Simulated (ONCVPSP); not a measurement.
**What the settings do to the ONCV potential of In**

Base potential:

| Property | Result |
| --- | --- |
| Element | In (Z = 49) |
| Generator | ONCVPSP 4.0.1 |
| Type | optimised norm-conserving Vanderbilt (ONCV) |
| Functional | PBE |
| Relativity | scalar-relativistic |
| Frozen core | [Kr] 4d10 |
| Valence charge | 3 |
| Reference configuration | 5s2 5p0.75 (charge +0.25) |
| Partial waves | 5s: rc 2.35 bohr, ncon 4, nbas 9, qcut 2.9 1/bohr, 3 projectors, debl 3.8 Ha; 5p: rc 3.15 bohr, ncon 4, nbas 8, qcut 3.1 1/bohr, 2 projectors, debl 2.5 Ha |
| Local potential | polynomial inside 2.10 bohr (lpopt 5, dvloc0 1 Ha) |
| Core correction | Teter function, fcfact 5.5, rcfact 1.3 |

Cutoffs, loose and tight: the cutoffs (Ha) at which the residual kinetic energy of the hardest occupied pseudo-wave falls to 1 and 0.1 mHa per electron. They do not see the model core or the augmentation charge, which bear on the density cutoff. Test errors are all-electron minus pseudo excitation energies from the reference, over the configurations 5s2 5p1; 5s2 5p0; 5s1 5p0; 5s1 5p1. A dash means not determined; rows that change the core or the reference have their own tests.

For the base: The cutoffs count occupied waves only; projector 2 of the s channel, the hardest unoccupied one, needs 52 Ha at the loose tolerance.

```csv
change,outcome,"cutoff, loose","cutoff, tight",bound ghosts,GHOST(+) flags above zero,largest test error (meV)
base,generated,5.7 Ha,36 Ha,none,s,-200
p: qcut 1.8,generated,5.7 Ha,36 Ha,none,s,-205
p: qcut 2.1,generated,5.7 Ha,36 Ha,none,s,-207
p: qcut 2.4,generated,5.7 Ha,36 Ha,none,s,-206
p: qcut 2.8,generated,5.7 Ha,36 Ha,none,s,-203
p: qcut 3.4,generated,5.7 Ha,36 Ha,none,s,-197
p: qcut 3.8,generated,5.7 Ha,36 Ha,none,s,-194
p: qcut 4,generated,5.7 Ha,36 Ha,none,s,-193
p: qcut 4.3,generated,5.7 Ha,36 Ha,none,s,-191
p: qcut 4.6,generated,5.7 Ha,36 Ha,none,s,-190
```

Reading the sweep of the qcut of the p channel (base included, trends over the rows without a ghost): The loose cutoff stays near 5.7 Ha. The median size of the test errors (rows with all tests solved) stays near 32.4 meV.
